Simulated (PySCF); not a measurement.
C₃H₆BFSi.
Atom-mapped SMILES: `[F:1][Si@@H:2]1[CH:3]=[CH:4][BH:5][CH2:6]1` (hydrogens: H7 on Si2; H8 on C3; H9 on C4; H10 on B5; H11, H12 on C6)

A GFN2-xTB structure with every atom displaced at random (by about 0.01 Å) was refined with PBE0-D3(BJ)/def2-SVP geometry optimisation, gas phase in PySCF. Values at the start:

| coordinate | start |
| --- | --- |
| F1–Si2 | 1.635 Å |
| Si2–C3 | 1.870 Å |
| Si2–C6 | 1.910 Å |
| Si2–H7 | 1.449 Å |
| C3=C4 | 1.341 Å |
| C3–H8 | 1.113 Å |
| C4–B5 | 1.584 Å |
| C4–H9 | 1.060 Å |
| B5–C6 | 1.573 Å |
| B5–H10 | 1.162 Å |
| C6–H11 | 1.101 Å |
| C6–H12 | 1.076 Å |
| F1–Si2–C3 | 111.4° |
| F1–Si2–C6 | 114.9° |
| Si2–C3–C4 | 115.0° |
| Si2–C6–B5 | 103.0° |
| C3–Si2–C6 | 92.3° |
| C3–C4–B5 | 112.0° |
| C4–B5–C6 | 112.1° |
| F1–Si2–C3–C4 | -128° |
| F1–Si2–C6–B5 | 134° |
| C3–C4–B5–C6 | 20° |
| C4–B5–C6–Si2 | -25° |

Question: How do these coordinates change at the PBE0-D3(BJ)/def2-SVP level?

Answer: 
| coordinate | PBE0-D3(BJ)/def2-SVP (Å or °) | change |
| --- | --- | --- |
| B5–H10 | 1.210 | +0.048 |
| Si2–H7 | 1.490 | +0.041 |
| Si2–C6 | 1.870 | -0.040 |
| C4–H9 | 1.097 | +0.037 |
| C4–B5 | 1.561 | -0.023 |
| C6–H12 | 1.098 | +0.022 |
| C3=C4 | 1.358 | +0.017 |
| C3–H8 | 1.097 | -0.016 |
| C6–H11 | 1.108 | +0.007 |
| F1–Si2 | 1.632 | -0.003 |
| B5–C6 | 1.571 | -0.002 |
| Si2–C3 | 1.868 | -0.002 |
| Si2–C3–C4 | 109.5 | -5.5 |
| C3–Si2–C6 | 96.5 | +4.2 |
| Si2–C6–B5 | 99.8 | -3.2 |
| C3–C4–B5 | 113.9 | +1.9 |
| C4–B5–C6 | 113.4 | +1.3 |
| F1–Si2–C3 | 112.1 | +0.7 |
| F1–Si2–C6 | 114.3 | -0.6 |
| F1–Si2–C6–B5 | 139 | +5 |
| F1–Si2–C3–C4 | -132 | -4 |
| C4–B5–C6–Si2 | -27 | -2 |
| C3–C4–B5–C6 | 21 | +1 |

The energy falls by 0.194 eV over 11 energy and gradient evaluations, the largest force component goes from 0.0442 to 3.6e-04 Eh/bohr, and the atoms move by 0.088 Å rms after alignment. The bond that changes most is B5–H10 (three-coordinate boron to B–H hydrogen), which lengthens by 0.048 Å. Bonds longer at the end by more than 0.005 Å: 6 of 12; shorter: 3. Among the dihedrals that turn most is F1–Si2–C6–H11, from 18° to 29°. Rotational constants go from 5445, 2403, 1858 to 5417, 2479, 1885 MHz.

The run used 118 basis functions and 74 SCF cycles in all.

Stationary, but not proved a minimum. One conformer, not necessarily the lowest.
